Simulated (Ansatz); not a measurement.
Start from `[CH3][AlH][c]1ccccc1` and change one atom or group to get `C[SiH2][N]([GeH3])c1ccccc1`.

Ansatz, PBE0-D4/def2-TZVP geometries, multiplicity 1. Each molecule was computed in one conformer, which needn't be the lowest.

Scalar relativity is left out up to krypton.

```tsv
property	`[CH3][AlH][c]1ccccc1`
HOMO–LUMO gap (PBE/def2-TZVPP) / eV	4.22
HOMO–LUMO gap (PBE0/def2-TZVPP) / eV	5.96
HOMO energy (PBE0/def2-TZVPP) / eV	-7.30
LUMO energy (PBE/def2-TZVPP) / eV	-2.12
HOMO energy (PBE/def2-TZVPP) / eV	-6.34
HOMO energy (B3LYP/def2-TZVPP) / eV	-7.07
```

Question: What does the change do to each property? (Best estimate.)

Answer: The calculation gave: 
```tsv
property	`C[SiH2][N]([GeH3])c1ccccc1`	shift
HOMO–LUMO gap (PBE/def2-TZVPP) / eV	3.98	-0.24
HOMO–LUMO gap (PBE0/def2-TZVPP) / eV	5.86	-0.10
HOMO energy (PBE0/def2-TZVPP) / eV	-6.14	1.16
LUMO energy (PBE/def2-TZVPP) / eV	-1.17	0.95
HOMO energy (PBE/def2-TZVPP) / eV	-5.14	1.20
HOMO energy (B3LYP/def2-TZVPP) / eV	-5.93	1.14
```

With PBE0 the HOMO rises by 1.16 eV and the LUMO rises by 1.06 eV, so the gap narrows by about 0.10 eV. PBE moves the HOMO by 1.20 eV and ωB97M-V by 1.21 eV.

B3LYP here is the variant with VWN-RPA as its local correlation; programs differ in this.
